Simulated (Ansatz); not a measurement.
Reaction (formal exchange of groups at the Se–Si bond): `[SeH][SiH]([SeH])[SeH]` + `[CH3][GeH]([CH3])[Cl]` → `[CH3][Ge]([CH3])([Cl])[SeH]` + `[SeH][SiH2][SeH]`

Program: Ansatz. Geometries: PBE0-D4/def2-TZVP. ΔE: electronic, gas phase. CCSD(T)/CBS adds triple-zeta CCSD(T) − MP2 to the extrapolated MP2 energy (def2 sets, frozen cores). DFT in def2-TZVPP. B3LYP here is the variant with VWN-RPA as its local correlation; programs differ in this. For Ge, Se outer-core shells are correlated without core-valence functions, which leaves a few kJ/mol of doubt a bond. Scalar relativity is left out up to krypton. One conformer a species, not always the lowest.

```csv
level,ΔE (kcal/mol),difference from CCSD(T)/CBS
r2SCAN-D4,-0.8,-0.3
ωB97X-V,-0.9,-0.4
PBE,-0.6,-0.1
PBE0,-0.6,-0.1
B3LYP,-1.6,-1.1
HF/def2-TZVPP,-2.3,-1.8
CCSD/def2-TZVPP,-1.5,-1.0
CCSD(T)/def2-TZVPP,-1.5,-1.0
HF/def2-QZVPP,-2.2,-1.7
SCS-MP2/def2-QZVPP,-0.8,-0.3
CCSD(T)/CBS,-0.5,0
```

Largest T1 diagnostic among the species: 0.009.

In def2-TZVPP, CCSD(T) changes the Hartree–Fock value by +0.8 kcal/mol (the triples alone add +0.1 kcal/mol) and MP2 by +1.2 kcal/mol.
